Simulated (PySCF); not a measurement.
# Where the electron goes

Compound: (F2In-mu-SH)2.
Geometry (PBE0-D3(BJ)/def2-SVP, Å), atoms numbered from 1 in this order:
```xyz
10
F4H2In2S2 angstrom
In     1.755   -0.062    0.121
F      2.754   -0.319   -1.533
F      2.546    0.109    1.894
S     -0.069   -1.865    0.311
In    -1.728    0.054   -0.118
F     -2.706    0.305    1.549
F     -2.553   -0.122   -1.874
S      0.098    1.854   -0.330
H     -0.164   -1.737    1.658
H      0.191    1.707   -1.675
```

Method used: TDDFT CAM-B3LYP/def2-SVPD, vertical, gas phase, core orbitals frozen in the response, def2 core potentials past Kr in PySCF 2.14.0, density-fitted response routines. Spin–orbit coupling is left out.

Kohn–Sham orbitals with the atoms that hold most of them (Löwdin shares over 4%, at most four atoms; ? is withheld):

```csv
orbital,ε (eV),atoms
LUMO+2,-0.10,"S8 22%, S4 22%, In5 13%, In1 13%"
LUMO+1,-1.72,"S8 21%, S4 21%, In5 16%, In1 16%"
LUMO,-2.19,"In1 22%, In5 22%, S8 15%, S4 14%"
HOMO,-10.77,?
HOMO-1,-11.39,?
HOMO-2,-11.57,"S8 24%, S4 21%, F2 10%, F6 10%"
HOMO-3,-12.07,"S8 17%, S4 17%, F6 14%, F2 13%"
```

**Question.** Give the leading atoms of the HOMO-1.

**Answer.** S4 (bonded to 2 In and H) 32%; S8 (bonded to 2 In and H) 29%; In1 (bonded to 2 F and 2 S) 7%; In5 (bonded to 2 F and 2 S) 6%. By element: sulfur 62%, indium 13%.

**Question.** Give the leading atoms of the HOMO.

**Answer.** S4 (bonded to 2 In and H) 40%; S8 (bonded to 2 In and H) 40%; In5 (bonded to 2 F and 2 S) 5%; In1 (bonded to 2 F and 2 S) 5%. By element: sulfur 80%, indium 10%.

**Question.** The HOMO–LUMO gap is 8.58 eV. Where does the response calculation put the lowest singlet, and from which orbitals?

**Answer.** S1 is at 5.71 eV (f = 0.0000), 2.87 eV below the gap, made of HOMO→LUMO+1 (92%). Its leading pair isn't HOMO and LUMO; the energies of that pair differ by 9.05 eV. Without the coupling terms of the response equations the lowest excitation would equal the gap.

**Question.** Give energy, strength and leading configuration of S1, S2, S3 and S4, and follow the Löwdin shares of the leading atoms from the occupied to the empty orbital.

**Answer.** 
- S1 (5.71 eV, f 0.0000), HOMO→LUMO+1 (92%): S4 40% → 21%, S8 40% → 21%
- S2 (5.77 eV, f 0.124), HOMO→LUMO (89%): S4 40% → 14%, S8 40% → 15%, In1 5% → 22%, In5 5% → 22%
- S3 (5.97 eV, f 0.0000), HOMO-1→LUMO (88%): S4 32% → 14%, S8 29% → 15%, In1 7% → 22%, In5 6% → 22%
- S4 (6.49 eV, f 0.422), HOMO-2→LUMO (86%): S8 24% → 15%, S4 21% → 14%, In1 at most 10% → 22%, In5 at most 10% → 22%

Orbitals of the list HOMO-3 to LUMO+2 that lie within 0.01 eV of each other are written together with a slash and their weights summed (≥ marks a lower bound); for degenerate orbitals outside that list single weights are arbitrary.

One conformer stands for the species.
